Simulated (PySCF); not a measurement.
A structure optimised at PBE-D3(BJ)/def2-SVP, used in a PySCF frequency run:

```
N
C 1 1.2778
H 2 1.1276 1 122.44
C 2 1.5018 3 114.13 1 179.94
H 4 1.1061 2 110.55 3 179.43
H 4 1.1115 5 109.85 2 122.07
H 4 1.1116 5 109.67 6 116.21
Si 1 1.7730 2 123.53 3 -0.65
N 8 1.7397 1 114.26 2 -122.67
H 9 1.0239 8 117.77 1 71.10
H 9 1.0241 10 109.52 8 137.95
H 8 1.5008 9 107.40 10 -171.64
H 8 1.5137 12 111.82 9 -117.04
```

Q: Write its SMILES and formula.

A: C/C=N/[SiH2]N, C2H8N2Si

Q: What are its rotational constants (standard atomic weights)?

A: 13.243, 1.6553, 1.5761 GHz
